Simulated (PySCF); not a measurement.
Structure revision by computed shifts

A compound C4H2F3NO gives the data below (simulated from a calculation) and was assigned the structure `N#C[C@@]1(F)O[C@H]1C(F)F`.

$^{13}$C{$^{1}$H} NMR (computed): δ 174.9 (C), 119.6 (CH), 115.4 (C), 64.4 (CH).

$^{1}$H NMR (400 MHz, computed): δ 7.18 (m, 1H), 4.47 (m, 1H).

Calculated, not measured (PySCF 2.14): geometry from GFN2-xTB, shieldings: GIAO PBE0/pcSseg-1. Gas phase, relativity neglected, a single conformation, averaged over atoms made equivalent by symmetry, fast rotation or ring inversion.

Scale: $^{1}$H (31.72 ppm) and $^{13}$C (186.93 ppm) against TMS (reference shieldings calculated alike).

**Question.** Compare with the shifts computed for the proposed structure, pairing carbons in order of shift.

**Answer.** Structure with atom numbers: `[N:1]#[C:2][C@@:3]1([F:4])[O:5][C@H:6]1[CH:7]([F:8])[F:9]`; H(Xn) means a hydrogen on atom n.

| atom | computed for proposal | given list | difference |
| --- | --- | --- | --- |
| C7 | 121.7 | 174.9 | -53.2 |
| C2 | 115.9 | 119.6 | -3.7 |
| C3 | 80.5 | 115.4 | -34.9 |
| C6 | 62.3 | 64.4 | -2.1 |

The rms difference is 31.9 ppm and the largest -53.2 ppm at C7 (sp3 CH bonded to 2 F). The carbon types in order of shift don't match either: CH, C, C, CH for the proposal against C, CH, C, CH in the data. The proposal doesn't fit.

**Question.** Which isomer fits?

**Answer.** `N#C/C=C(\F)OC(F)F`.

- Carbon types of the structure: 2 × C, 2 × CH, which accounts for all hydrogens.
- δC 174.9: alkene carbon bearing oxygen; an sp2 carbon further deshielded by the attached heteroatom.
- δC 119.6: sp3 CH bonded to 2 F and O; 3 electronegative neighbours deshield it.
- δC 115.4: nitrile carbon; this is the usual window of a C≡N carbon, which has no attached hydrogen.
- δC 64.4: β carbon of an enol-ether or enamine type C=C; the O or N lone pair pushes π density onto this β carbon and shields it.

The shifts were computed for this structure.

Splittings by $^{19}$F in the carbon and heteronuclear signals aren't shown, as no couplings were computed. Shifts are as computed. Against solution values, carbons near 30 ppm lie about +3 ppm off and those near 130 ppm about +5 ppm. Of 1211 compounds with measured shifts, 218 miss one by over three times the rms of a fit or turn the order of signals round; such compounds aren't used in these exercises. No couplings were computed; multiplicities are counted from neighbouring protons, with m where these are inequivalent, close in shift, in a saturated or five-membered ring or joined by F or P, and br s for small geminal =CH2 splittings.
